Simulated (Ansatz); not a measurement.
AlBrF$_{2}$ (`[F][Al]([F])[Br]`). Charge 0, multiplicity 1.

Cartesian coordinates in Å:
```
F 1.4394 0.8512 0.3400
Al 0.0286 0.0616 0.1217
F -1.0418 0.0056 1.3516
Br -0.4263 -0.9184 -1.8133
```

Problem. What are the harmonic wavenumbers in cm⁻¹ at PBE0-D4/def2-TZVP (Ansatz, finite differences of forces, unscaled)? (Best estimate.)

Solution. The calculation gave: 161, 213, 251, 413, 818, 950.

Problem. Is this a minimum?

Solution. Yes, all 6 modes are real.

Problem. Give the ideal-gas thermochemistry at 298.15 K and 1 bar (rigid rotor, harmonic oscillator; point group C2v, symmetry number 2).

Solution. Zero-point energy 16.8 kJ/mol; H(298) − E = 32.1 kJ/mol; entropy 310.6 J/(mol·K), of which translation 170.9, rotation 108.3, vibration 31.4; G(298) − E = -60.5 kJ/mol.

Problem. And at 400, 500, 600, 800 and 1000 K?

Solution. 
```tsv
T (K)	H − E (kJ/mol)	S (J/mol/K)	G − E (kJ/mol)
400	39.2	331.0	-93.2
500	46.5	347.3	-127.1
600	54.1	361.2	-162.6
800	69.8	383.7	-237.2
1000	85.8	401.5	-315.7
```

Problem. Rotational constants (cm⁻¹)?

Solution. 0.2248, 0.0619, 0.04854.
